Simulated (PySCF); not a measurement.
Electronic structure of N⁺ (nitrogen, charge +1) at the LDA level

Configuration: [He] 2s1 2p3, 2s spin antiparallel (an excited configuration). Calculation: PySCF 2.14, in dyall-av3z (15s9p3d2f, 71 functions); no relativity, point nucleus.

```
Total energy                                     : -53.1673 hartree
One-electron energy                              : -69.6265 hartree
Hartree (Coulomb) energy                         : 22.2611 hartree
Exchange-correlation energy                      : -5.8019 hartree
Kinetic energy                                   : 52.91342 hartree
⟨S²⟩                                             : 3.0000
⟨L²⟩                                             : 0.000
Sum of ⟨r⟩                                       : 5.503 bohr
Sum of ⟨r²⟩                                      : 8.064 bohr²
Density at the nucleus (Gaussians lack the cusp) : 197 bohr⁻³
Spin density at the nucleus                      : -6.24 bohr⁻³
Langevin diamagnetic susceptibility              : -6.39 ×10⁻⁶ cm³/mol
```

```
shell  electrons  mean orbital energy (hartree)  rms radius, mean of both spins (bohr)
 1s α          1                      -14.62818                                  0.269
 1s β          1                      -14.58352                                  0.269
 2s β          1                       -1.10485                                   1.40
 2p α          3                       -0.81302                                   1.41
```

With the s spin flipped the determinant is a mixture of two multiplicities, not a spectroscopic state.
